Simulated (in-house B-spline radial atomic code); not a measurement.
Atomic self-consistent-field run: Cr7+. Method: scalar-relativistic (X2C) PBE0, spin-polarised, spherical fractional occupations, Fermi nucleus of rms radius 3.6452 fm. Calculated with an all-electron radial atomic-structure program (B-spline basis).

Command:
```bash
python run_scf.py task.json out
```
Settings (nuclear radius in fm, mass in u):
```
Z                24
configuration    [Ne] 3s2 3p5
hamiltonian      x2c
method           pbe0
spin_polarised   True
nucleus          fermi
rms_radius       3.6452
atomic_mass      51.9405
speed_of_light   137.035999084
```

Output (hartree, bohr):
```
 radial grid: 65 intervals, B-splines of order 8, outer radius 8.961 bohr

 iter        energy (Eh)    residual
    1       -1029.877875    5.72e-01
    2       -1034.523262    1.82e-01
    3       -1034.819098    6.41e-02
    4       -1034.860352    2.23e-02
    5       -1034.866444    6.99e-03
    6       -1034.866903    1.37e-04
    7       -1034.866903    1.06e-05
    8       -1034.866903    5.29e-07
    9       -1034.866903    9.39e-09

 total energy                     -1034.86690
 kinetic                            1047.3118
 electron-nucleus                  -2379.8329
 Hartree                             342.0414
 exact exchange                      -10.8920
 exchange-correlation                -33.4953

 orbital      occ     eigenvalue          <r>       <r^2>       <1/r>       r_max
 1s up      1.000      -222.9291     0.063264   0.0053957       24.16     0.04129
 1s down    1.000      -222.9046    0.0632583  0.00539469     24.1617     0.04129
 2s up      1.000       -30.5297     0.291805    0.100593     5.11154      0.2431
 2s down    1.000       -30.5108     0.291706    0.100494     5.11158      0.2431
 2p up      3.000       -26.5129     0.258867   0.0823725      4.9655      0.1976
 2p down    3.000       -26.4816     0.258939   0.0823983      4.9634      0.1977
 3s up      1.000        -7.7283     0.829311    0.784178     1.71385      0.7466
 3s down    1.000        -7.6130     0.831526     0.78873     1.70858      0.7472
 3p up      3.000        -6.5430     0.849707    0.834214     1.60858      0.7525
 3p down    2.000        -6.3827     0.854256     0.84385     1.60041      0.7544
```

Run time, properties included: 0.22 s on 1 thread of Arm Neoverse V2 (shared host).

Caution: exact exchange at fractional occupations of open shells leaves self-interaction of up to several eV.
